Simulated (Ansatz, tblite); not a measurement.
Cost and result up the ladder for SnEt3(NHMe) (C₇H₁₉NSn) (28 atoms). Charge 0, multiplicity 1. Geometry: r2SCAN-D4/def2-SVP.

Cartesian coordinates in Å:
```
Sn 0.045 0.045 -0.018
C 0.504 -1.803 1.024
C -0.736 -2.682 1.182
H 0.951 -1.555 2.002
H 1.289 -2.323 0.448
H -0.503 -3.641 1.677
H -1.512 -2.185 1.788
H -1.192 -2.913 0.205
C 1.772 1.369 -0.192
C 2.949 0.703 -0.901
H 2.051 1.699 0.824
H 1.440 2.271 -0.734
H 3.808 1.387 -1.014
H 3.311 -0.181 -0.349
H 2.672 0.360 -1.912
C -1.668 1.041 0.870
C -1.467 1.379 2.346
H -2.529 0.366 0.727
H -1.880 1.950 0.282
H -2.356 1.866 2.783
H -1.265 0.478 2.950
H -0.618 2.067 2.499
N -0.593 -0.608 -1.869
C -1.012 0.351 -2.874
H 0.020 -1.316 -2.271
H -1.539 -0.151 -3.708
H -1.738 1.059 -2.437
H -0.203 0.965 -3.328
```

Ansatz on 2 threads of AMD EPYC 7R13 on a shared host and a share (18 GiB) of an NVIDIA H100 80GB HBM3; xTB runs through tblite on one thread. Times are rough, summed over both states, and most runs start from the orbitals of an earlier one. PBE0-D4/def2-TZVP serves as the yardstick here, not as an exact answer. The other state is a doublet.

In the def2 sets Sn takes a core potential; there is no spin–orbit coupling. The xTB rows come from tblite. LC-ωPBE has ω = 0.4 bohr⁻¹. Single mean-field runs in def2-TZVP are fitted with def2-universal-jkfit.

Raw xTB energies of ions are shifted by several eV.

```json
{"level": "GFN2-xTB", "functions": "60", "wall time": "0.037 s", "vertical IE (eV)": "12.19", "difference from PBE0-D4/def2-TZVP (eV)": "4.51"}
{"level": "GFN1-xTB", "functions": "79", "wall time": "0.057 s", "vertical IE (eV)": "13.16", "difference from PBE0-D4/def2-TZVP (eV)": "5.48"}
{"level": "PBE0-D4/def2-TZVP", "functions": "412", "wall time": "6.7 s", "vertical IE (eV)": "7.68", "difference from PBE0-D4/def2-TZVP (eV)": "0.00"}
{"level": "PBE-D4/def2-TZVP (with forces)", "functions": "412", "wall time": "7 s", "vertical IE (eV)": "7.43", "difference from PBE0-D4/def2-TZVP (eV)": "-0.25"}
{"level": "LC-ωPBE/def2-TZVP", "functions": "412", "wall time": "9.9 s", "vertical IE (eV)": "7.97", "difference from PBE0-D4/def2-TZVP (eV)": "0.29"}
```
